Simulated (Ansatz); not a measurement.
Stepwise reaction of `C[O][Al]([F])[O]C` with hydrogen fluoride, as a gas-phase model of exchange steps in deposition or etching. ΔE in kJ/mol.

Computed with Ansatz on PBE0-D4/def2-TZVP structures; ΔE is electronic, products minus reactants. CBS: MP2 limit from def2 TZ/QZ plus the TZ coupled-cluster correction, frozen cores. This one scheme is used for every species. DFT in def2-TZVPP. B3LYP here is the variant with VWN-RPA as its local correlation; programs differ in this. Each species was taken in one conformer, which may not be the lowest.

| step | reaction | PBE-D4 | B3LYP-D4 | ωB97M-V | CCSD(T)/CBS |
| --- | --- | --- | --- | --- | --- |
| 1 | `C[O][Al]([F])[O]C` + H–F → `C[O][Al]([F])[F]` + CH₃OH | -52.5 | -51.8 | -54.0 | -52.6 |

(1) Give the row of step 2, `C[O][Al]([F])[F]` + H–F → `[F][Al]([F])[F]` + CH₃OH. (Best estimate.)

(2) By hand: ΔE of the 2 steps together at CCSD(T)/CBS.

## Answers

(1) Ansatz gave: 
```csv
step,reaction,PBE-D4,B3LYP-D4,ωB97M-V,CCSD(T)/CBS
2,`C[O][Al]([F])[F]` + H–F → `[F][Al]([F])[F]` + CH₃OH,-43.5,-42.4,-44.6,-44.3
```

(2) (-52.6) + (-44.3) = -96.9 kJ/mol, or -48.5 kJ/mol a step.

In ΔE each step is higher than the one before. All are downhill at CCSD(T)/CBS. PBE-D4 differs from CCSD(T)/CBS by 0.1 to 0.8 kJ/mol a step. Isolated molecules leave out the surface, adducts and barriers. Largest T1 diagnostic: 0.013.
